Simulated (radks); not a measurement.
The lithium ion Li2+ inside a hard spherical wall (all orbitals vanish at R), configuration held at 1s1 and not refilled when levels cross. Method: non-relativistic Kohn-Sham, r2SCAN, spin-polarised, spherical densities, point nucleus; open shells are filled with parallel spins first; meta-GGA in the generalised Kohn-Sham scheme; computed with a radial shooting solver on a logarithmic mesh with Libxc functionals. Eigenvalues in eV for spin up, with the zero of energy where the potential of the charges vanishes at infinity; a dash marks a level that is unbound or too diffuse for the functional's potential to be trusted. A positive occupied level is held by the wall or, in an anion where self-interaction has pushed it up, behind a barrier. The pressure on the wall is -dE/dV.

[
 {"R (bohr)": "free", "E (hartree)": "-4.50016", "kinetic (hartree)": "4.500", "e(1s)": "-105.61", "e(2s, empty)": "-", "e(2p, empty)": "-", "pressure (GPa)": "0"},
 {"R (bohr)": "15", "E (hartree)": "-4.50016", "kinetic (hartree)": "4.500", "e(1s)": "-105.61", "e(2s, empty)": "-", "e(2p, empty)": "-", "pressure (GPa)": "< 0.0001"},
 {"R (bohr)": "12", "E (hartree)": "-4.50016", "kinetic (hartree)": "4.500", "e(1s)": "-105.61", "e(2s, empty)": "-", "e(2p, empty)": "-", "pressure (GPa)": "< 0.0001"},
 {"R (bohr)": "10", "E (hartree)": "-4.50016", "kinetic (hartree)": "4.500", "e(1s)": "-105.61", "e(2s, empty)": "-", "e(2p, empty)": "-", "pressure (GPa)": "< 0.0001"},
 {"R (bohr)": "7", "E (hartree)": "-4.50016", "kinetic (hartree)": "4.500", "e(1s)": "-105.61", "e(2s, empty)": "-", "e(2p, empty)": "-", "pressure (GPa)": "< 0.0001"},
 {"R (bohr)": "6", "E (hartree)": "-4.50016", "kinetic (hartree)": "4.500", "e(1s)": "-105.61", "e(2s, empty)": "-", "e(2p, empty)": "-", "pressure (GPa)": "< 0.0001"},
 {"R (bohr)": "5", "E (hartree)": "-4.50016", "kinetic (hartree)": "4.500", "e(1s)": "-105.61", "e(2s, empty)": "-", "e(2p, empty)": "-", "pressure (GPa)": "< 0.0001"},
 {"R (bohr)": "3", "E (hartree)": "-4.50011", "kinetic (hartree)": "4.501", "e(1s)": "-105.61", "e(2s, empty)": "-6.200", "e(2p, empty)": "-9.050", "pressure (GPa)": "0.0677"},
 {"R (bohr)": "2", "E (hartree)": "-4.49305", "kinetic (hartree)": "4.561", "e(1s)": "-105.26", "e(2s, empty)": "23.172", "e(2p, empty)": "5.785", "pressure (GPa)": "19.8"}
]
